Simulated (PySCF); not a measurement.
# Electron correlation in In⁺ (indium, charge +1)

[Kr] 4d10 5s2, closed-shell 1S. All numbers are calculated (PySCF 2.14, a scalar-relativistic core potential, in cc-pVDZ-PP with ECP28MDF (4s3p2d, 23 functions)). Frozen: 4s2 4p6 4d10; 2 electrons correlated.

Total MP2 correlation energy: -20.70 mhartree.

Same-spin part 0.00 and opposite-spin part -20.70 mhartree; SCS-MP2 scales them by 1/3 and 6/5 to -24.84 mhartree.

With two correlated electrons CCSD is exact within the correlated space (frozen core and kept virtual orbitals).

```json
{"level": "CCSD", "correlation energy (mhartree)": "-31.50"}
```

Diagnostics: T1 = 0.0038, D1 = 0.0054, largest double amplitude 0.099.

Cost of the coupled-cluster step: 0.07 s of wall time on 1 thread of Neoverse-N1 (shared host), for 2 correlated electrons.
